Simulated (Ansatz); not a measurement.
The cluster NaAlF4 (the lowest singlet isomer of a short search) was relaxed with r2SCAN-D4 (def2-SVP) in Ansatz in these states: neutral quintet, neutral singlet, neutral triplet. The geometries follow in no particular order.

A:

Cartesian coordinates in Å:
```
Na 2.124 -0.250 -0.853
Al -0.551 0.065 0.221
F -1.151 1.568 0.617
F 1.016 -0.193 0.945
F 0.107 0.061 -1.395
F -1.544 -1.251 0.465
```

B:

```xyz
6

Na    0.135    2.761    0.159
Al   -0.198   -0.239    0.125
F    -1.110   -0.922   -1.296
F    -0.660   -0.955    1.560
F     1.124    0.879    0.263
F     0.709   -1.525   -0.812
```

C:

```xyz
6

Na    3.044   -1.092   -0.213
Al   -1.098   -0.334   -0.648
F    -1.146   -0.435    1.205
F     0.680    0.221   -0.591
F     0.463    0.585    1.277
F    -1.942    1.054   -1.030
```

**Question.** Judge from the bond lengths which geometry belongs to which state (an estimate).

**Answer.** A is the neutral singlet (Na1–F4 2.112 Å, Na1–Al2 2.900 Å, Na1–F5 2.112 Å); B is the neutral triplet (Na1–F4 4.050 Å, Na1–Al2 3.018 Å, Na1–F5 2.128 Å); C is the neutral quintet (Na1–F4 2.730 Å, Na1–Al2 4.233 Å, Na1–F5 3.419 Å).

At PBE0-D4/def2-TZVP a singlet lies 6.81 eV below the neutral triplet. At PBE0-D4/def2-TZVP a singlet lies 13.66 eV below the neutral quintet. In the triplet, F3 and F6 lie 1.98 Å apart (atoms count from 1), so these atoms are partly bonded to each other. In the quintet, F3 and F5 lie 1.91 Å apart, F4 and F5 lie 1.92 Å apart (atoms count from 1), so these atoms are partly bonded to each other. These are the stationary points nearest to one start from a short search; other shapes may lie lower in each state. The neutral quintet has come apart into loosely held pieces.
